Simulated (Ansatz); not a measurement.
Start from `[CH3][Al]([NH2])[CH2]F` and change one atom or group to get `[CH3][Al]([CH3])[NH2]`.

Ansatz, PBE0-D4/def2-TZVP geometries, multiplicity 1. Each molecule was computed in one conformer, which needn't be the lowest.

```csv
property,`[CH3][Al]([NH2])[CH2]F`
LUMO energy (B3LYP/def2-TZVPP) / eV,-0.13
size of the dipole moment (B3LYP/def2-TZVPP) / D,2.51
HOMO–LUMO gap (PBE/def2-TZVPP) / eV,5.36
size of the dipole moment (PBE/def2-TZVPP) / D,2.38
LUMO energy (ωB97M-V/def2-TZVPP) / eV,1.54
LUMO energy (PBE/def2-TZVPP) / eV,-0.67
```

(1) Give the same properties after the change, and the shifts. (Best estimate.)

Results:

(1) The calculation gave: 
```json
{"property": "LUMO energy (B3LYP/def2-TZVPP) / eV", "`[CH3][Al]([CH3])[NH2]`": "0.05", "shift": "0.18"}
{"property": "size of the dipole moment (B3LYP/def2-TZVPP) / D", "`[CH3][Al]([CH3])[NH2]`": "0.64", "shift": "-1.87"}
{"property": "HOMO–LUMO gap (PBE/def2-TZVPP) / eV", "`[CH3][Al]([CH3])[NH2]`": "5.40", "shift": "0.04"}
{"property": "size of the dipole moment (PBE/def2-TZVPP) / D", "`[CH3][Al]([CH3])[NH2]`": "0.66", "shift": "-1.72"}
{"property": "LUMO energy (ωB97M-V/def2-TZVPP) / eV", "`[CH3][Al]([CH3])[NH2]`": "1.66", "shift": "0.12"}
{"property": "LUMO energy (PBE/def2-TZVPP) / eV", "`[CH3][Al]([CH3])[NH2]`": "-0.41", "shift": "0.26"}
```

Dipoles are sizes alone; their direction can turn.

Positive LUMOs are unbound, so they and the gaps depend on the basis.

B3LYP here is the variant with VWN-RPA as its local correlation; programs differ in this.
